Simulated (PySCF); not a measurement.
**Molecular orbitals of BiN⁺**

PBE at R = 2.076 Å; PySCF, scalar-relativistic core potentials, basis sets Bi aug-cc-pVDZ-PP with ECP60, N aug-cc-pVDZ. State: ²Π (doublet), unpaired electrons π ↑. Only the outer orbitals are listed, counted within each symmetry, core potentials removing the inner ones.

```tsv
spin	orbital	occ.	ε (eV)	on Bi (%)	main shells (%)
α	5σ	1	-25.96	19	76 N s, 18 Bi s
α	6σ	1	-21.09	76	75 Bi s, 23 N s
α	3π	1	-14.17	21	78 N p, 20 Bi p
α	7σ	1	-13.60	34	60 N p, 31 Bi p
α	3π	1	-13.36	25	74 N p, 24 Bi p
α	4π	0	-11.11	80	80 Bi p, 20 N p
α	4π	0	-10.47	77	76 Bi p, 24 N p
α	8σ	0	-7.36	86	78 Bi p, 25 N p
β	5σ	1	-24.85	34	60 N s, 33 Bi s
β	6σ	1	-20.61	64	60 Bi s, 38 N s
β	7σ	1	-13.13	37	56 N p, 34 Bi p
β	3π	1	-12.72	54	54 Bi p, 45 N p
β	3π	0	-12.50	64	64 Bi p, 35 N p
β	4π	0	-10.18	49	52 N p, 47 Bi p
β	4π	0	-9.85	39	62 N p, 36 Bi p
```

Task: Which are the highest filled and the lowest empty level, where do they sit, and how wide is the gap?

Result: Highest filled β 3π at -12.72 eV (in %: 54 Bi p, 45 N p); lowest empty β 3π at -12.50 eV (in %: 64 Bi p, 35 N p); the gap at PBE is 0.22 eV. Both belong to one degenerate shell, split only by its one-sided filling, so this is no excitation gap.

* bond order (Mayer): 1.92
* ⟨S²⟩: 0.840
* charge on Bi (Mulliken, basis-dependent): 1.39
* charge on Bi (Löwdin, basis-dependent): 1.45
* dipole moment (positive dipole points towards N; it is taken about the centre of mass and depends on that origin): -1.97 D
* polarisability along the bond: 55.7 bohr³
* polarisability across the bond: 29.1 bohr³

These are scalar-relativistic numbers at best; spin–orbit coupling would shift them, the dissociation energy most. The state is the lowest determinant that a PBE0 search found; another state may lie lower at other levels.
